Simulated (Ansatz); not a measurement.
Consider the formal hydrolysis of the Si–Si bond: `CO[Si]([SiH3])(Cl)Cl` + H₂O → `CO[Si](O)(Cl)Cl` + SiH₄.

Program: Ansatz. Geometries: PBE0-D4/def2-TZVP. ΔE: electronic, gas phase. CCSD(T)/CBS adds triple-zeta CCSD(T) − MP2 to the extrapolated MP2 energy (def2 sets, frozen cores). This one scheme is used for every species. DFT in def2-TZVPP. B3LYP here is the variant with VWN-RPA as its local correlation; programs differ in this. Each species was taken in one conformer, which may not be the lowest.

| species | B3LYP energy (Eh) |
| --- | --- |
| `CO[Si]([SiH3])(Cl)Cl` | -1616.63777 |
| H₂O | -76.46667 |
| `CO[Si](O)(Cl)Cl` | -1401.23037 |
| SiH₄ | -291.91715 |

Work out ΔE.

ΔE = (-1401.23037) + (-291.91715) − (-1616.63777) − (-76.46667) = -0.04308 Eh = -113.1 kJ/mol. CCSD(T)/CBS gives -107.0 kJ/mol.

Largest T1 diagnostic among the species: 0.011.

From PBE to PBE0 (25 % exact exchange), in def2-TZVPP and without D4, ΔE moves by −8.1 kJ/mol. The D4 term adds +6.0 kJ/mol with B3LYP and +3.7 kJ/mol with PBE0; it sums over pairs of atoms, weighted by their polarisabilities, and B3LYP, whose exchange is more repulsive, gets the larger term. In def2-TZVPP, CCSD(T) changes the Hartree–Fock value by +24.1 kJ/mol (the triples alone add +3.5 kJ/mol) and MP2 by +20.6 kJ/mol.
